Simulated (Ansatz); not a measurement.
`N[BH][Al]1[CH2][O]1` + H–F → `[F][Al]1[CH2][O]1` + `BN` at 600 K and 1 bar (cleavage of the Al–B bond).

Isolated molecules relaxed with PBE0-D4/def2-TZVP in Ansatz; ΔE leaves out vibrations. CCSD(T)/CBS is the MP2 limit (def2-TZVPP, def2-QZVPP) plus CCSD(T) − MP2 in def2-TZVPP, frozen cores. This one scheme is used for every species. Each species was taken in one conformer, which may not be the lowest.

```
              species  CCSD(T)/CBS energy (Eh)  H − E (kJ/mol)  S (J/(mol·K))
`N[BH][Al]1[CH2][O]1`               -437.74917           243.7          437.8
                  H–F               -100.39570            42.3          194.0
  `[F][Al]1[CH2][O]1`               -456.27782           123.9          345.4
                 `BN`                -81.93499           155.9          270.2
```

H − E and S are ideal-gas, rigid-rotor, harmonic terms from PBE0-D4/def2-TZVP, for one conformer and one mirror image of each species. 1 Eh = 2625.50 kJ/mol, R = 8.31446 J/(mol·K).

**Question.** By hand: ΔE, ΔH, ΔS and ΔG.

**Answer.** ΔE = (-456.27782) + (-81.93499) − (-437.74917) − (-100.39570) = -0.06794 Eh = -178.4 kJ/mol. Δ(H − E) = 123.9 + 155.9 − 243.7 − 42.3 = -6.2, so ΔH = -184.6 kJ/mol. ΔS = 345.4 + 270.2 − 437.8 − 194.0 = -16.2 J/(mol·K). ΔG = -184.6 − 600 × (-16.2)/1000 = -174.9 kJ/mol.

**Question.** By hand: the equilibrium constant, and the temperature at which ΔG would vanish if ΔH and ΔS stayed fixed.

**Answer.** log₁₀ K = −ΔG/(RT ln 10) = 15.2. ΔG = 0 at ΔH/ΔS = 11395 K, far beyond where these terms or the molecules hold.

ΔH outweighs TΔS. A doubt of 5 kJ/mol in ΔE shifts log₁₀ K by 0.4 here. Other conformers and mirror images would add mixing entropy, several J/(mol·K) or more a flexible species. Modes under 60 cm⁻¹, often nearly free rotors, make the harmonic entropy too high. These are equilibria of isolated gas molecules and say nothing of rates. Largest T1 diagnostic: 0.017 (customary marks: 0.02 for closed shells, 0.045 for open ones).
